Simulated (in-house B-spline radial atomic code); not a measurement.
A fraction x of an electron is moved 3d → 4d in Pd⁵⁺, starting from [Kr] 4d5 and keeping the highest spin. Method: scalar-relativistic (X2C) revTPSS, spin-polarised, spherical fractional occupations, Fermi nucleus of rms radius 4.5318 fm. Calculated with an all-electron radial atomic-structure program (B-spline basis).

```
    x  E(x) - E(0) (eV)  3d down level (eV)  4d down level (eV)
    0            0.0000            -403.821                   -
0.125           41.7875            -406.670             -71.188
 0.25                 ?                   ?                   ?
0.375          126.2483            -412.357             -72.152
  0.5          168.9215            -415.197             -72.630
0.625          211.8899            -418.034             -73.106
 0.75                 ?                   ?                   ?
0.875          298.7122            -423.700             -74.050
    1          342.5660            -426.529             -74.517
```

Task: What belongs in the row x = 0.25?

Result: An energy change of 83.8703 eV; 3d down at -409.515 eV, 4d down at -71.672 eV.

Task: What belongs in the row x = 0.75?

Result: An energy change of 255.1535 eV; 3d down at -420.868 eV, 4d down at -73.579 eV.

Task: Check Janak's theorem between x = 0.375 and 0.5.

Result: The slope of the energy is 341.39 eV; the orbital levels give 341.39 eV (ε of the receiving orbital less ε of the emptying one, averaged over the two points).
